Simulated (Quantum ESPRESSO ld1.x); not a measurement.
Ionisation ladder of bismuth, from Bi to Bi21+. Each ion is in the ground configuration listed by NIST, and IE = E(next ion) - E(this ion). All-electron calculation, scalar-relativistic Kohn-Sham, LDA (Slater exchange, VWN5 correlation), spin-polarised, spherical densities, point nucleus; open shells are filled with parallel spins first. Program: ld1.x of Quantum ESPRESSO 7.5.

species           configuration  E (hartree)  IE, Delta-SCF (eV)  -e(HOMO) (eV)     HOMO  <r> HOMO (bohr)  IE, NIST (eV)       kind  error (eV)
Bi                     [Hg] 6p3   -21519.386               8.651          5.271    6p up             3.01          7.286       exp.      +1.366
Bi+                    [Hg] 6p2   -21519.068              15.977         12.195    6p up             2.77         16.703       exp.      -0.726
Bi2+                   [Hg] 6p1   -21518.481              23.896         19.873    6p up             2.60         25.571       exp.      -1.675
Bi3+                       [Hg]   -21517.603              45.673         40.480       6s             2.01           45.4       exp.      +0.303
Bi4+         [Xe] 4f14 5d10 6s1   -21515.924              57.311         51.901    6s up             1.94          54.86       exp.      +2.455
Bi5+             [Xe] 4f14 5d10   -21513.818              89.443         80.938       5d             1.19             88  semi-emp.      +1.043
Bi6+              [Xe] 4f14 5d9   -21510.531              106.97         98.136  5d down             1.16            103     theory        +4.0
Bi7+              [Xe] 4f14 5d8   -21506.600              125.11         115.99  5d down             1.14            122     theory        +3.1
Bi8+              [Xe] 4f14 5d7   -21502.003              143.80         134.43  5d down             1.11            143     theory        +0.8
Bi9+              [Xe] 4f14 5d6   -21496.718              162.95         153.37  5d down             1.09            161     theory        +1.9
Bi10+             [Xe] 4f14 5d5   -21490.730              187.80         177.69    5d up             1.07            183     theory        +4.8
Bi11+             [Xe] 4f14 5d4   -21483.828              208.51         198.17    5d up             1.05            208     theory        +0.5
Bi12+             [Xe] 4f14 5d3   -21476.166              229.66         219.12    5d up             1.03            229     theory        +0.7
Bi13+             [Xe] 4f14 5d2   -21467.726              251.20         240.48    5d up             1.02            252     theory        -0.8
Bi14+             [Xe] 4f14 5d1   -21458.494              273.08         262.22    5d up             1.00            273  semi-emp.        +0.5
Bi15+                 [Xe] 4f14   -21448.458              379.17         366.85       5p            0.869            370  semi-emp.        +9.0
Bi16+    [Kr] 4d10 4f14 5s2 5p5   -21434.524              404.43         392.05  5p down            0.860            409     theory        -4.6
Bi17+    [Kr] 4d10 4f14 5s2 5p4   -21419.661              429.74         417.38  5p down            0.851            436     theory        -6.3
Bi18+    [Kr] 4d10 4f14 5s2 5p3   -21403.869              460.79         447.94    5p up            0.843            464     theory        -3.2
Bi19+    [Kr] 4d10 4f14 5s2 5p2   -21386.935              487.18         474.28    5p up            0.834            520     theory       -32.8
Bi20+    [Kr] 4d10 4f14 5s2 5p1   -21369.031              513.54         500.71    5p up            0.826            550     theory       -36.5
Bi21+        [Kr] 4d10 4f14 5s2   -21350.159              659.35         602.46       5s            0.756            620     theory       +39.3

Reference values: NIST Atomic Spectra Database (exp. = measured, semi-emp. = semi-empirical, theory = theoretical value adopted there). The ionisation energy per charge of the ion left behind rises most, in proportion, at Bi3+ ([Hg]), from 7.965 to 11.418 eV. Against the entries that are not theoretical the mean signed error is +2.1 % and the largest +18.7 %. Open shells are spherical and high-spin; term and fine-structure splittings are not resolved. Spin-orbit splitting is averaged out at the scalar-relativistic level.

Beside tabulated values, note that scalar-relativistic runs lack spin-orbit coupling.
